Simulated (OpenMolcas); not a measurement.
**Ge2H6 (digermane): the HOMO–LUMO gap, rung by rung**

Ge2H6 has 8 atoms, charge 0, and is taken as a singlet. SMILES: `[GeH3][GeH3]`. The coordinates come from a PBE0-D4/def2-TZVP relaxation.

Quantity: the HOMO–LUMO gap, in eV. The values are calculated.

```tsv
level	kind	program	value (eV)	CPU time
HF/6-31G* (spherical functions)	Hartree–Fock	OpenMolcas	13.89	18 s
SVWN5/6-31G* (spherical functions)	LDA	OpenMolcas	6.49	34 s
PBE/6-31G* (spherical functions)	GGA	OpenMolcas	6.62	44 s
M06-L/6-31G* (spherical functions)	meta-GGA	OpenMolcas	7.40	55 s
B3LYP/6-31G* (spherical functions)	global hybrid	OpenMolcas	8.02	48 s
B2PLYP/6-31G* (spherical functions)	double hybrid	OpenMolcas	10.47	28 s
```

All-electron rows without a relativistic Hamiltonian named are non-relativistic. The values span 6.49 to 13.89 eV. Orbital gaps aren't excitation energies, and those of double hybrids come from the SCF part alone; they tend to grow with the share of exact exchange. Times are those of the runs behind each value, whatever else they computed, on shared processors of several kinds: orders of magnitude only.
